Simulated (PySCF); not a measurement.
One of the candidates below gave these computed data.

All candidates are C5H11FSi.

| technique | computed result |
| --- | --- |
| 13C NMR | chemical shifts (computed TMS as zero) by class: 171.6 (1 C), 130.0 (1 C), 12.5 (1 C), 11.3 (1 C), 5.6 (1 C) ppm [GIAO PBE0/pcSseg-1] |
| UV, strongest line | among the 8 lowest singlet transitions: S2 at 6.90 eV (180 nm, f = 0.508) [TDDFT CAM-B3LYP/def2-SVPD] |
| Rotational structure | rotational constants A, B, C: 3.258, 1.144, 1.071 GHz [GFN2-xTB] |
| Polarisability | 89.4 au [CAM-B3LYP/def2-SVPD] |
| Triplet | lowest triplet excitation (Tamm–Dancoff): 4.26 eV [TDA CAM-B3LYP/def2-SVPD] |
| UV, first state | lowest singlet excitation: 6.71 eV (185 nm, f = 0.008) [TDDFT CAM-B3LYP/def2-SVPD] |
| Dipole | 1.47 D [CAM-B3LYP/def2-SVPD] |

Gas-phase values; electronic properties from PySCF, density fitting. Levels stand in brackets. One conformer (not necessarily the lowest) at the GFN2-xTB geometry, without solvent, vibrations or thermal averaging. NMR classes are plain means over equivalent atoms (diastereotopic ones count apart unless rotation or inversion swaps them), as if these changed places fast.

Task: Which candidate is it?
A. `CC(C)[C@@H]1[SiH2][C@@H]1F`
B. `C/C=C(\F)[SiH2]CC`
C. `FC[C@H]1CC[SiH2]C1`

Result: B. It is `C/C=C(\F)[SiH2]CC`. Numbering: `[CH3:1]/[CH:2]=[C:3](\[F:4])[SiH2:5][CH2:6][CH3:7]`. Its formula, C5H11FSi, gives 1 degree of unsaturation: 0 rings and 1 π bond in the structure found. 5 carbons fall into 5 classes; from least to most shielded: vinylic C–F carbon [C3] (171.6 ppm), alkene CH carbon [C2] (130.0 ppm), allylic carbon [C1] (12.5 ppm), methyl carbon [C7] (11.3 ppm), sp3 carbon bound to silicon [C6] (5.6 ppm). The optimised geometry has point group C1 and is an asymmetric top.

The others, at the same levels:
- `CC(C)[C@@H]1[SiH2][C@@H]1F` fails: its computed 13C shifts are 81.3 (1 C), 29.5 (1 C), 28.7 (1 C), 28.3 (1 C), 26.9 (1 C) ppm, lowest singlet excitation is 6.12 eV (203 nm, f = 0.005) (against 6.71 eV) and lowest triplet excitation (Tamm–Dancoff) is 4.73 eV (against 4.26 eV).
- `FC[C@H]1CC[SiH2]C1` fails: its computed 13C shifts are 87.7 (1 C), 47.0 (1 C), 33.2 (1 C), 10.8 (1 C), 10.5 (1 C) ppm, lowest singlet excitation is 7.74 eV (160 nm, f = 0.014) (against 6.71 eV) and lowest triplet excitation (Tamm–Dancoff) is 7.31 eV (against 4.26 eV).

Each candidate is one conformer, not necessarily the lowest. Dipoles, sizes and rotational constants follow the conformer. The torsions of the flexible species, by atom-mapped SMILES:
- `[CH3:1]/[CH:2]=[C:3](\[F:4])[SiH2:5][CH2:6][CH3:7]`: C2–C3–Si5–C6 114°, C3–Si5–C6–C7 -56°
- `[CH3:1][CH:2]([CH3:3])[C@@H:4]1[SiH2:5][C@@H:6]1[F:7]`: C1–C2–C4–Si5 -81°

The conformers of `FC[C@H]1CC[SiH2]C1` aren't listed.
